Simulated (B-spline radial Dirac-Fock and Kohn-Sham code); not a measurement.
# Dipole and non-dipole photoemission parameters of In 5s

System: the In atom in the configuration 1s2 2s2 2p6 3s2 3p6 3d10 4s2 4p6 4d10 5s2 5p1; threshold 10.32 eV (orbital energy of the model). These are calculated numbers from a radial B-spline solver; the model is Dirac-Hartree-Slater photoionisation with a Latter tail; cross sections with all multipoles, angular parameters from the dipole term and its interference with E2.

```tsv
hν (eV)	σ (kb)	β	γ
65.5	79.5	1.944	0.056
71.8	74.2	1.950	0.083
74.4	71.9	1.952	0.092
84.8	63.1	1.958	0.124
91.4	58.2	1.961	0.140
103	51.0	1.964	0.163
150	32.8	1.973	0.222
200	22.8	1.978	0.258
220	20.1	1.979	0.267
284	14.2	1.982	0.283
322	11.9	1.983	0.285
400	8.68	1.985	0.280
800	2.90	1.989	0.182
1000	1.99	1.990	0.127
1330	1.21	1.991	0.049
1540	0.934	1.991	0.010
2984.4	0.277	1.992	-0.098
3970	0.160	1.993	-0.071
4930	0.104	1.993	-0.006
5260	0.0916	1.993	0.022
5600	0.0807	1.993	0.054
6120	?	?	?
7300	0.0468	1.993	0.235
8090	0.0377	1.993	0.325
9251.7	0.0283	1.993	0.461
9740	0.0254	1.993	0.518
10400	0.0220	1.993	0.595
10700	0.0207	1.993	0.630
12000	0.0161	1.992	0.780
12800	0.0139	1.992	0.871
```

Question: Give the values at 6120 eV.

Answer: σ = 0.0674 kb, β = 1.993, γ = 0.106. For an s subshell δ is negligible.
